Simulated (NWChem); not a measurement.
## Basis-set convergence for CCl2

```xyz
3

Cl     1.4167     0.0000    -0.1504
C      0.0000     0.0000     0.8523
Cl    -1.4167     0.0000    -0.1504
```
Charge 0, spin multiplicity 1.

The numbers come from NWChem runs, not from measurements. All single points use one geometry, from B3LYP/def2-SVP, a minimum by its harmonic frequencies.

Quantity: dipole moment at the level PBE.

The Pople sets run with spherical d functions. The structure started from a generated list of species.

In def2-QZVP the value is 1.10 D. Among STO-3G, cc-pVDZ, def2-SVP, 6-31+G*, 6-311G**, 6-311++G**, pcseg-2, cc-pVTZ, def2-TZVP, which is the smallest basis within 0.05 D of it?

cc-pVTZ, with 98 functions against 197 and about 20 % of the time. def2-QZVP isn't the basis-set limit itself, and a small set can land close by cancellation.

| basis | functions | dipole moment (D) |
|---|---|---|
| STO-3G | 23 | 0.48 |
| cc-pVDZ | 50 | 1.21 |
| def2-SVP | 50 | 1.45 |
| 6-31+G* | 62 | 1.21 |
| 6-311G** | 70 | 1.22 |
| 6-311++G** | 82 | 1.25 |
| pcseg-2 | 98 | 1.21 |
| cc-pVTZ | 98 | 1.13 |
| def2-TZVP | 105 | 1.18 |
| def2-QZVP | 197 | 1.10 |
